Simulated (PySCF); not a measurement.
ClHMgS. Atoms are numbered in the order given.

```xyz
4

Mg    -0.0149     0.0382     0.0000
Cl     0.0067     2.2290     0.0000
S     -0.0758    -2.2515     0.0000
H      1.2783    -2.3278     0.0000
```
Charge 0, spin multiplicity 1.

Geometry optimised at PBE-D3(BJ)/def2-TZVP. One conformer was computed; it need not be the lowest.

These are PBE-D3(BJ)/def2-TZVP (PySCF) values and carry that method's errors.

Frequencies are harmonic and unscaled.

```tsv
mode	ν (cm⁻¹)	IR (km/mol)	moving atoms (share of kinetic energy)
1	95	39.8	Mg 71 %, Cl 13 %, S 11 %
2	104	38.3	Mg 74 %, Cl 13 %, S 13 %
3	298	0.3	S 51 %, Cl 46 %
4	532	3.7	H 87 %, Mg 9 %
5	576	120.6	Mg 67 %, Cl 14 %, S 13 %
6	2605	2.1	H 97 %
```
